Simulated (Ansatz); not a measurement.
Input for Ansatz (an electronic-structure program): R-CCSD(T)/cc-pVDZ on CH6GeO3 (SMILES [CH3][Ge]([OH])([OH])[OH]).

Ansatz 0.2 input:
```yaml
crystal:
  periodic: [false, false, false]
  atoms:
    - {symbol: O, position_ang: [-0.60898532, -1.30897863, 1.23323054]}
    - {symbol: Ge, position_ang: [-0.26423270, -0.03833467, 0.02894496]}
    - {symbol: O, position_ang: [-1.01844521, -0.53703388, -1.50938871]}
    - {symbol: O, position_ang: [-1.08505042, 1.45072177, 0.57001725]}
    - {symbol: C, position_ang: [1.63669867, 0.23908345, -0.17604624]}
    - {symbol: H, position_ang: [-1.24997331, -1.00920270, 1.88674553]}
    - {symbol: H, position_ang: [-1.55343052, -1.33020317, -1.39766428]}
    - {symbol: H, position_ang: [-1.83865082, 1.66036606, 0.00791592]}
    - {symbol: H, position_ang: [2.03228707, 0.71794793, 0.71805024]}
    - {symbol: H, position_ang: [2.12996091, -0.72039927, -0.32201635]}
    - {symbol: H, position_ang: [1.81962166, 0.87603311, -1.03978886]}
basis:
  gaussian:
    orbitals: cc-pVDZ
magnetization: {spin_polarized: false}
correlation: {method: ccsd_t, electrons: outside_noble_gas}
scf: {lower_state_search: off}
```

Output:

```
WARN ansatz: RAYON_NUM_THREADS=4 ignored (pool sized by the plan → 4); use --threads N
Functional definition: HF
these checks for a lower state are left out or cut short: stability, starts, cluster_reference, orbital_swaps, neighbouring_geometries, increment
integrals: 0.18 GiB planned
1104 factors; integrals over basis functions are off by at most 1.3e-3 eV
mean field: 0.44 GiB planned
mean field evaluation 1: about -63707.0841 eV, gradient 5.3e1 eV
mean field evaluation 2: about -63707.1474 eV, gradient 5.3e1 eV
mean field evaluation 4: about -63712.3802 eV, gradient 3.2e0 eV
mean field evaluation 8: about -63712.4224 eV, gradient 2.0e-1 eV
mean field -63712.42253156 eV, -2341.3883422038 hartree, gradient 6.1e-6 eV, S^2 0.000000; 0 other end points of the search recorded, 0 dependent functions left out
18 core orbitals not correlated
reference -63712.42253156 eV, -2341.3883422038 hartree; 16, 16 occupied and 79, 79 virtual orbitals, 1104 factors
second order -21.99283818 eV of doubles, -0.00000000 eV of singles
coupled cluster: 0.50 GiB planned
cycle   1  -22.26580570 eV  change   -2.7e-1 eV  update   1.0e-1
cycle   2  -22.75860378 eV  change   -4.9e-1 eV  update   2.9e-2
cycle   3  -22.89708960 eV  change   -1.4e-1 eV  update   1.5e-2
cycle   4  -22.89090555 eV  change    6.2e-3 eV  update   3.1e-3
cycle   5  -22.89022296 eV  change    6.8e-4 eV  update   1.3e-3
cycle   6  -22.89063985 eV  change   -4.2e-4 eV  update   4.0e-4
cycle   7  -22.89040244 eV  change    2.4e-4 eV  update   1.3e-4
cycle   8  -22.89033833 eV  change    6.4e-5 eV  update   3.6e-5
cycle   9  -22.89033597 eV  change    2.4e-6 eV  update   1.1e-5
perturbative correction -0.53034063 eV, -0.0194896586 hartree
Total energy: -63735.84320816 eV, -2342.2490361936 hartree
Checks for a lower state left out: stability, starts, cluster_reference, orbital_swaps, neighbouring_geometries, increment
```

Self-consistency was reached.

Cost: about 20 core-seconds (a rough figure).
